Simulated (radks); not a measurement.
Initial-state core-level shifts of the antimony ion Sb3+ when its valence configuration changes from [Kr] 4d10 5s2. Calculated with a radial shooting solver on a logarithmic mesh with Libxc functionals: Dirac Kohn-Sham, PBE, spin-unpolarised, spherical densities, finite nucleus; open shells fill j = l - 1/2 first; Fermi nuclear charge, rms radius 4.6802 fm. Shifts are changes of the shell-averaged eigenvalues in eV (positive: less bound); the change of the density at the nucleus, which sets a Mossbauer isomer shift, is in e/bohr^3, on a base of 2.09e+05.

valence                1s       3p       3d       4s  density at nucleus
4d9 5s2 5p1        -8.859   -9.011   -9.089   -7.762              +21.86
4d10 5s1.5 5p0.5   -0.615   -0.620   -0.620   -0.615              -29.42
4d10 5s1 5p1       -1.222   -1.234   -1.233   -1.224              -59.28
4d9.5 5s2 5p0.5    -4.405   -4.483   -4.520   -3.885              +10.76
4d9.5 5s1.5 5p1    -5.002   -5.088   -5.125   -4.482              -19.99
4d9 5s1 5p2       -10.015  -10.188  -10.265   -8.920              -42.68
4d8.5 5s1 5p2.5   -14.646  -14.873  -14.995  -12.894              -34.39
4d9.5 5s1 5p1.5    -5.593   -5.688   -5.724   -5.074              -51.16
4d7.5 5s1.5 5p3   -23.375  -23.696  -23.918  -20.153              +20.21
